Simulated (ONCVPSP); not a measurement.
**How hard is this hydrogen ONCV potential?**

ONCVPSP 4.0.1 input, shortened (lines: element, Z, core and valence counts, functional; n l f; lmax; l rc ep ncon nbas qcut; lloc lpopt rc5 dvloc0; l nproj debl; icmod fcfact rcfact), PBE, scalar-relativistic:

```
  H 1.00    0    1        4      upf
    1    0    1.00
    1
    0    0.80    0.00    4    9    8.30
    1    0.60    0.02    4    8   13.10
    4    5    0.55    0.00
    0    2    0.90
    1    2    1.90
    0    0.00    0.00
```

**Question.** For each optimised wave give the share of its norm inside rc, the residual kinetic energy above qcut (Ha) and the cutoffs (Ha) for errors of 10, 1, 0.1 and 0.01 mHa per electron.

**Answer.**

| wave | norm inside rc | residual KE | 10 mHa | 1 mHa | 0.1 mHa | 0.01 mHa |
| --- | --- | --- | --- | --- | --- | --- |
| 1s | 0.198 | 1.1e-04 | 10.2 | 22.0 | 34.8 | 233.0 |
| s projector 2 | 0.116 | 8.8e-05 | 9.7 | 21.6 | 33.8 | 82.8 |
| p projector 1 | 0.000 | 1.1e-09 | 0.1 | 0.6 | 2.1 | 6.0 |
| p projector 2 | 0.012 | 3.2e-07 | 5.2 | 10.1 | 24.1 | 47.4 |

The occupied waves need 22 Ha and 35 Ha for 1 and 0.1 mHa. Rows with under 1 % of the norm inside rc give no meaningful cutoff.
